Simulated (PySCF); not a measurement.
# Hartree-Fock beside MP2: BGeH3O2

Calculated results; nothing here was measured. They come from PySCF 2.14.0, an open-source quantum chemistry program, on an isolated molecule that a program drew, which may never have been made. The molecule is BGeH3O2 (charge 0, singlet), drawn as the SMILES string `[BH2][Ge](=[O])[OH]`.

The geometry was optimised and harmonic frequencies were computed with HF and MP2, all in the cc-pVDZ basis, for the commonest isotopes, with a restricted reference for singlets and an unrestricted one otherwise, and a frozen core in MP2. Germanium has the cc-pVDZ-PP basis, with a core potential (ECP10MDF) in place of its 10 inner electrons, and its 3s, 3p and 3d shells are frozen in MP2. Each result is a local minimum of its method.

Geometry at the HF minimum:
```xyz
7
BGeH3O2, angstrom
B    -0.2175   -0.6863   -0.0015
Ge   -1.2170    1.1053    0.2659
O    -2.0287    2.0854   -0.7330
O    -1.0439    1.4798    1.9743
H     0.9420   -0.6769   -0.2789
H    -0.8092   -1.7136    0.1256
H    -1.4607    2.2886    2.2449
```

Lengths of the bonds as drawn, in Å (atoms numbered as above):
| bond | HF | MP2 |
|---|---|---|
| B1-Ge2 | 2.069 | 2.074 |
| Ge2-O3 | 1.618 | 1.663 |
| Ge2-O4 | 1.758 | 1.799 |
| B1-H5 | 1.192 | 1.201 |
| B1-H6 | 1.192 | 1.201 |
| O4-H7 | 0.949 | 0.973 |

Rotational constants, in GHz:
```
constant,HF,MP2
A,7.115,6.855
B,5.587,5.441
C,3.216,3.115
```

Harmonic frequencies in cm^-1, each column in rising order, so a row needn't be the same motion in every method:
```
rank,HF,MP2
1,152,104
2,154,133
3,206,180
4,267,237
5,470,412
6,577,558
7,673,644
8,767,711
9,923,880
10,970,938
11,1054,985
12,1244,1187
13,2727,2666
14,2832,?
15,4121,3808
```

**Estimate the missing MP2 frequency from the HF column.**

A single factor s that minimises the squared misfit of MP2 against s times HF over the other rows is sum(HF x MP2) / sum(HF^2) = 0.9414, with an rms misfit of 37 cm^-1. For rank 14 it gives 0.9414 x 2832 = 2666 cm^-1. The calculation gives 2775 cm^-1, 109 cm^-1 above the estimate. The drawn bonds are on average 1.6 % longer in MP2 than in HF.
